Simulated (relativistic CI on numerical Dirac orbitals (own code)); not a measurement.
Computed by Dirac-Coulomb-Breit CI, orbitals from a KLI potential per configuration, QED by a radiative potential, unscaled Slater integrals (own radial code, finite nucleus).

The strongest absorption lines from the ground level of an ion, among the configurations computed and to levels below about 369 eV (vacuum wavelength in Å, gf): 71.263 (0.27), 72.155 (0.14), 74.797 (0.4), 75.735 (0.98), 76.085 (1), 79.825 (0.27), 96.720 (0.17), 102.67 (0.12).

(1) Which ion is it?
A. Ru29+
B. Ru27+
C. Sr23+
D. Nb26+

## Answers

(1) A. Ru29+ has 15 electrons and the ground level 3s2 3p3 4S°_3/2; the strongest line goes to 3s 3p4 2P_3/2. The pattern of lines fixes the number of electrons, and along that sequence the line energies rise steadily with the charge (about as its square where n changes within one kind of shell, about linearly where n is kept but much faster in heavy ions where fine structure, which grows about as Z⁴, sets the gap, and irregularly where shells cross), which fixes Z. Configurations outside the model, such as inner-shell arrays, can give stronger lines. At this charge energies of transitions that change n are usually good to better than 1 %, and those within a shell (Δn = 0) to a few per cent.

LS names give the leading component of a level, which can be under half, so a name can repeat, a term be missing and a line seem to break the LS rules.
